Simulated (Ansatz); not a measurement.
An input meant for MnCl2 (charge 0, doublet; atoms displaced at random, 0.15 Å in each coordinate).

```yaml
crystal:
  periodic: [false, false, false]
  atoms:
    - {symbol: Mn, position_ang: [-1.717446, 1.271706, -0.469775]}
    - {symbol: Cl, position_ang: [-1.767446, 0.971706, -0.469775]}
    - {symbol: Cl, position_ang: [1.630126, -1.400433, 0.372663]}
basis:
  gaussian: {orbitals: pcseg-2}
magnetization: {spin_polarized: true, initial_magnetization: 1}
hamiltonian: {xc: {name: LC-wPBE}}
scf: {omitted_lower_state_checks: [starts]}
output: {forces: true}
```

```sh
$ ansatz run in.yaml --threads 4 --pin off --events-out ev --progress --plain --max-ram 3916MiB
```

Output, abridged:

```
Functional definition: LC-wPBE
952 factors; their error is unknown
154 factors; integrals over basis functions are off by at most 1.3e-4 eV
mean field evaluation 1: about -52570.3845 eV, gradient 3.4e2 eV
mean field evaluation 2: about -48853.6527 eV, gradient 6.8e2 eV
mean field evaluation 4: about -50129.3559 eV, gradient 5.2e2 eV
mean field evaluation 8: about -52859.9847 eV, gradient 1.1e1 eV
mean field evaluation 16: about -52862.8565 eV, gradient 3.6e-4 eV
mean field evaluation 32: about -52862.8995 eV, gradient 3.3e-5 eV
a density is far from that of the atoms, so the factors are made again for it
1020 factors; integrals over basis functions are off by at most 2.0e-4 eV
169 factors; integrals over basis functions are off by at most 1.3e-4 eV
mean field -52862.89886049 eV, -1942.6757013631 hartree, gradient 6.9e-6 eV, S^2 1.706161; 0 other end points of the search recorded, 0 dependent functions left out
reference -52862.89886049 eV, -1942.6757013633 hartree; 30, 29 occupied and 94, 95 virtual orbitals, 1020 factors
Total energy: -52862.89886049 eV, -1942.6757013633 hartree
Atom 0 at    -1.717446     1.271706    -0.469775 Å, force  4621.732265 27728.469754     0.071216 eV/Å
Atom 1 at    -1.767446     0.971706    -0.469775 Å, force -4621.566290 -27728.613947    -0.029014 eV/Å
Atom 2 at     1.630126    -1.400433     0.372663 Å, force    -0.165975     0.144194    -0.042202 eV/Å
Dipole moment:    -0.299432    -0.707881    -0.040302 e Å
Checks for a lower state left out: starts
```

Question: Something in this input is off. What?

Answer: One atom was put on top of another. The calculation finished and met its thresholds. The result belongs to that input, not to the species as meant. The charge 0 doublet is spin-contaminated (final ⟨S²⟩ up to 1.71, 0.75 for a pure state).
